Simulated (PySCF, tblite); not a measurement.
Isomers of C6H10ClFO2. Computed values, GFN2-xTB/tblite, gas phase, harmonic and unscaled. This tight-binding method is rough: wavenumbers can miss measured ones by several per cent, in bad cases by 10 to 20. One conformer each.

Electronic energies: PBE0/pcSseg-1 single points on the GFN2-xTB geometries (PySCF, gas phase).

```csv
SMILES,"electronic energy, lowest = 0 (kJ/mol)"
CO[C@@H](C)[C@@](C)(F)C(=O)Cl,0.0
CO[C@@](C)(C(=O)Cl)[C@H](C)F,1.3
CC[C@](CF)(OC)C(=O)Cl,26.7
```

Task: How do GFN2-xTB zero-point energies change the relative energies?

Result: 
```csv
SMILES,ZPE (kJ/mol),of it from modes above 1550 cm⁻¹,electronic (kJ/mol),"with ZPE, lowest = 0 (kJ/mol)",lowest mode (cm⁻¹),rings
CO[C@@H](C)[C@@](C)(F)C(=O)Cl,400.4,191.0,0.0,0.0,45,0
CO[C@@](C)(C(=O)Cl)[C@H](C)F,401.2,191.6,1.3,2.2,47,0
CC[C@](CF)(OC)C(=O)Cl,403.2,190.4,26.7,29.6,37,0
```

The zero-point energies span 2.8 kJ/mol, from `CO[C@@H](C)[C@@](C)(F)C(=O)Cl` to `CC[C@](CF)(OC)C(=O)Cl`. The order is unchanged.

Task: And how do the electronic energies of GFN2-xTB itself compare?

Result: `CO[C@@H](C)[C@@](C)(F)C(=O)Cl` 2.2; `CO[C@@](C)(C(=O)Cl)[C@H](C)F` 0.0; `CC[C@](CF)(OC)C(=O)Cl` 10.7 kJ/mol, lowest = 0. Against the energies above, taken from the same isomer `CO[C@@H](C)[C@@](C)(F)C(=O)Cl`, the largest difference is 18.2 kJ/mol.

Task: What do entropy and thermal enthalpy add at 298.15 K and 1 bar (rigid rotor, harmonic oscillator, one conformer each)?

Result: 
```json
{"SMILES": "CO[C@@H](C)[C@@](C)(F)C(=O)Cl", "point group": "C1", "symmetry number": "1", "S (J/(mol K))": "458.8", "H − H(0) (kJ/mol)": "34.55", "ZPE + H − H(0) − TS (kJ/mol)": "298.1"}
{"SMILES": "CO[C@@](C)(C(=O)Cl)[C@H](C)F", "point group": "C1", "symmetry number": "1", "S (J/(mol K))": "448.6", "H − H(0) (kJ/mol)": "34.12", "ZPE + H − H(0) − TS (kJ/mol)": "301.6"}
{"SMILES": "CC[C@](CF)(OC)C(=O)Cl", "point group": "C1", "symmetry number": "1", "S (J/(mol K))": "455.5", "H − H(0) (kJ/mol)": "33.91", "ZPE + H − H(0) − TS (kJ/mol)": "301.3"}
```
